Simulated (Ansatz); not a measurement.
Frontier orbitals of FH3MoO3S, SMILES `[OH][Mo]([OH])([OH])([F])=[S]`.

The species carries charge 0 and has multiplicity 1. Correlated methods include outer-core shells of Mo, which these sets cover unevenly. Mo takes the def2 core potential. Geometry: relaxed with PBE0-D4/def2-TZVP. It is one conformer, not always the lowest. Basis def2-TZVPP, Ansatz.

```
functional  HOMO (eV)  LUMO (eV)  gap (eV)
       PBE      -6.77      -4.17      2.60
    r2SCAN      -7.11      -4.19      2.92
    B97M-V      -7.16      -4.18      2.98
      PBE0      -8.10      -3.45      4.65
     B3LYP      -7.86      -3.67      4.19
   ωB97M-V     -10.23      -1.28      8.95
```

From PBE to PBE0 the HOMO moves by −1.33 eV and the LUMO by +0.72 eV, and with ωB97M-V by −3.45 and +2.89 eV, so the gap grows from 2.60 to 8.95 eV with exact exchange.

B3LYP here is the variant with VWN-RPA as its local correlation; programs differ in this.
